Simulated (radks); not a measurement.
Spherical jellium clusters: N electrons in a uniform positive sphere of charge N and radius rs N^(1/3), rs = 3.1 bohr. Calculated with a radial shooting solver with Libxc functionals: non-relativistic Kohn-Sham, PBE, spin-polarised, spherical densities. Levels are named by radial order and angular momentum (1s, 1p, 1d, 2s, ...), and open shells are averaged over m.

N = 4, configuration 1s2 1p(up 2, down 0). This is the lowest configuration that the search found. Occupied and some empty levels:

level,occupation,eigenvalue (eV),<r> (bohr)
1s up,1,-5.6173,3.699
1s down,1,-4.9201,3.471
1p up,2,-3.0664,4.846
1p down,0,-2.0814,4.929
1d up,0,-0.56640,7.086

Energy (eV): total -5.21603, kinetic 10.708, external -98.853, Hartree 46.545, exchange-correlation -16.701, background 53.085.
